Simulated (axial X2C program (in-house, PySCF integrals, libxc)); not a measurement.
# Nuclear properties of PBr⁺

Calculated with an in-house all-electron X2C program for linear molecules (integrals from PySCF): two-component X2C with atomic mean-field Coulomb and Gaunt terms, Gaussian nuclei, basis Br dyall-cv3z, P dyall-v3z with contracted cores.

R = 2.063 Å (near the PBE0 minimum at charge 1 of the determinant lowest at the starting distance; the state shown can have its own minimum elsewhere).

Input and command:
```json
{"zs": [35, 15], "q": 1, "bas": ["dyall-cv3z", "dyall-v3z"], "r0": 2.25, "levels": ["PBE0", "HF", "TPSSh", "LDA", "PBE"], "nst": 3}
```
```bash
python soeom.py task.json out
```

Keys: zs atomic numbers; q charge; bas basis sets; r0 starting distance in Å; levels methods; nst determinants followed.

Determinant lowest in the PBE0 search, Ω = 1/2 (⟨Sz⟩ = -0.50, ⟨Lz⟩ = 1.00 at PBE0), spin on the atoms Br -0.01, P -0.49:

```csv
level,Eeff magnitude (GV/cm),Ws magnitude Br (kHz),Ws magnitude P (kHz),A∥/gI Br (MHz),qzz Br (a.u.),A∥/gI P (MHz),qzz P (a.u.)
PBE0,0.158,0.0827,0.0182,892,3.48,846,-0.59
HF,0.15,0.0585,0.037,759,4.39,782,-0.94
TPSSh,0.13,0.0553,0.0197,910,3.34,774,-0.50
LDA,0.217,0.15,0.00585,963,3.11,854,-0.43
PBE,0.173,0.102,0.0138,950,3.13,845,-0.46
```

Determinant 0.13 eV from it at PBE0 and this distance, Ω = 3/2 (⟨Sz⟩ = 0.50, ⟨Lz⟩ = 1.00 at PBE0), spin on the atoms Br 0.04, P 0.46:

```
level  Eeff magnitude (GV/cm)  Ws magnitude Br (kHz)  Ws magnitude P (kHz)  A∥/gI Br (MHz)  qzz Br (a.u.)  A∥/gI P (MHz)  qzz P (a.u.)
 PBE0                  0.0306                 0.0106               0.00728             241           3.53            156         -0.65
   HF                   0.163                 0.0107                 0.023             212           4.59            206         -1.03
TPSSh                 0.00223                 0.0204               0.00737             255           3.38            164         -0.56
  LDA                  0.0877                 0.0122               0.00294             233           3.14            160         -0.48
  PBE                  0.0375                0.00594               0.00542             244           3.15            141         -0.51
```

Eeff is the effective electric field on the electron electric dipole moment in this Ω state and Ws the scalar–pseudoscalar constant of the nucleus named (defined with the proton number Z and per Ω); A∥ (defined per Ω) follows by multiplying with gI = μI/(I μN); qzz is the electric field gradient, eQq0 = 234.96 MHz × Q/barn × qzz. The operators were transformed with the bare-nucleus X2C matrices; with these basis sets, hyperfine constants and field gradients can be off by tens of per cent, and where levels differ in sign neither size nor sign is settled.

(1) With gI(79Br) = 1.4043, Q(79Br) = 0.3087 barn, gI(31P) = 2.2632 (g factors from the IAEA table of nuclear moments by Stone; Q from Pyykkö, Mol. Phys. 2018), turn the PBE0 values of the first state into constants in MHz.

Each state is one determinant with collinear spin. Unrestricted Hartree–Fock can overshoot spin polarisation at the nuclei. In the state Ω = 3/2 the sign of Eeff differs between levels (TPSSh against PBE0). Where Eeff spreads by more than a factor of two the levels disagree and none is to be relied on. The search compared states at one distance, so a state with another bond length can lie lower. The sign of Ws at Br differs between levels in the second state. Where a field gradient or hyperfine factor spreads by more than a factor of two over the levels, a constant derived from it is not to be relied on. PBE0 term energies can be off by some tenths of an eV.

## Answers

(1) A∥(79Br) = 892 × 1.4043 = 1250 MHz; eQq0(79Br) = 234.96 × (0.3087) × (3.48) = 252 MHz; A∥(31P) = 846 × 2.2632 = 1910 MHz.
